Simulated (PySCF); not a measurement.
# `C=C[C@@H]1CO[C@@H]1[Se]C`, C6H10OSe

Geometry:
| atom | x (Å) | y (Å) | z (Å) |
| --- | --- | --- | --- |
| C1 | -2.812 | 1.290 | 0.325 |
| C2 | -1.684 | 0.675 | 0.629 |
| C3 | -1.035 | -0.348 | -0.232 |
| C4 | -0.613 | -1.678 | 0.418 |
| O5 | 0.711 | -1.549 | -0.107 |
| C6 | 0.469 | -0.225 | -0.514 |
| Se7 | 1.466 | 1.059 | 0.638 |
| C8 | 3.212 | 0.465 | 0.020 |
| H9 | -3.249 | 2.028 | 0.975 |
| H10 | -3.347 | 1.079 | -0.587 |
| H11 | -1.162 | 0.901 | 1.552 |
| H12 | -1.603 | -0.499 | -1.153 |
| H13 | -0.611 | -1.658 | 1.511 |
| H14 | -1.105 | -2.582 | 0.055 |
| H15 | 0.789 | -0.030 | -1.542 |
| H16 | 3.364 | 0.789 | -1.007 |
| H17 | 3.240 | -0.619 | 0.092 |
| H18 | 3.962 | 0.910 | 0.668 |

Computed with TDDFT wB97X-D/def2-SVPD circular dichroism and optical rotation, one conformer, gas phase (PySCF). Geometry: GFN2-xTB.

The molecule is flexible and this is one conformer; a measurement averages over conformers. The calculation is non-relativistic, which matters for the atoms heavier than Zn.

Draw the ECD and absorption spectra from the lowest 12 states, each a Gaussian of half-width 0.3 eV at 1/e height.


```tsv
E (eV)	λ (nm)	Δε (L mol⁻¹ cm⁻¹)	ε (L mol⁻¹ cm⁻¹)
4.31	288	+0.17	3.83
4.46	278	+0.72	15.8
4.61	269	+1.80	39.5
4.76	261	+2.73	59.9
4.91	253	+2.51	55.2
5.06	245	+1.40	32.1
5.21	238	+0.51	24.6
5.36	231	+0.34	90.2
5.51	225	+0.94	336
5.66	219	+2.24	815
5.81	213	+3.22	1380
5.96	208	+1.46	2000
6.11	203	-5.13	2860
6.26	198	-12.99	3850
6.41	193	-14.38	4670
6.56	189	-9.41	5300
6.71	185	-3.10	5820
6.86	181	+9.08	7670
7.01	177	+35.50	14600
7.16	173	+67.27	27100
7.31	170	+76.89	36300
```
Δε uses R in velocity form, ε uses f in length form. Only the states computed contribute, so the short-wavelength end is incomplete.
